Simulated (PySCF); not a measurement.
A GIAO shielding run with PySCF 2.14 (density fitting, non-relativistic, gas phase) on `CC(=O)N[Si@H](CC#N)[SiH2]N`, C₄H₁₁N₃OSi₂:

```
$ OMP_NUM_THREADS=1 python probes_run.py task.json out

{"job": {"kind": "nmr", "xc": "PBE0", "basis": "pcSseg-1"}, "charge": 0, "multiplicity": 1}
C      2.742929    -1.280065    -0.930618
C      1.508807    -0.603057    -0.389527
O      1.132150    -0.709096     0.766001
N      0.797602     0.149539    -1.245555
Si    -0.715544     0.834607    -0.617989
C     -0.147119     2.239629     0.573899
C     -1.261857     3.043600     0.945484
N     -2.180245     3.671027     1.218801
Si    -2.142849    -0.687060     0.378548
N     -1.406875    -2.240812     0.268635
H      3.430260    -0.537178    -1.329877
H      2.462820    -1.959817    -1.733209
H      3.234770    -1.837724    -0.138889
H      1.094863     0.192468    -2.206569
H     -1.153632     1.517381    -1.850772
H      0.294764     1.805671     1.471776
H      0.602299     2.875128     0.098406
H     -3.389207    -0.841540    -0.381171
H     -2.505678    -0.238185     1.735790
H     -1.939353    -3.056619     0.528274
H     -0.467824    -2.320954     0.629747
```

Hardware: 1 thread of an Intel Xeon, shared host. The job also computes population analyses, field gradients.

Question: How large is the calculation?

Answer: 92 electrons, 239 basis functions and 1273 auxiliary functions.

Question: How long does it take, and how much memory does it need?

Answer: 2.6 min of wall time, with 16 SCF cycles and 5 response iterations; peak memory 1.1 GiB. Times on a shared host scatter by some tens of per cent.
